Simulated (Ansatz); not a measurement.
C2H2N (SMILES [CH2]C#N) moved off its minimum; all values from Ansatz (a quantum-chemistry and plane-wave program), cores frozen in correlated methods. Open shells are unrestricted.
(charge 0, multiplicity 2)
```xyz
5

C     -1.1861     0.0077     0.0331
C      0.3106     0.1470    -0.2019
N      1.3935    -0.0950    -0.1366
H     -1.5491     0.9794    -0.1032
H     -1.7365    -0.9715     0.0685
```

Forces at wB97M-V/def2-TZVPP (eV/Å):

```csv
atom,Fx,Fy,Fz
C1,3.298,-0.360,-0.950
C2,-8.752,-1.250,0.987
N3,6.161,-0.583,-0.078
H4,-1.679,0.794,0.117
H5,0.972,1.399,-0.076
```

Q: Give the forces (eV/Å), the total energy and the dipole at CCSD(T)/cc-pVTZ.

A: 
```
atom       Fx      Fy      Fz
----  -------  ------  ------
C1      3.132  -0.405  -0.857
C2    -10.079  -0.838   0.827
N3      7.767  -0.966   0.026
H4     -1.744   0.857   0.094
H5      0.925   1.353  -0.090
```
Energy -131.8324 hartree, dipole 3.40 D.
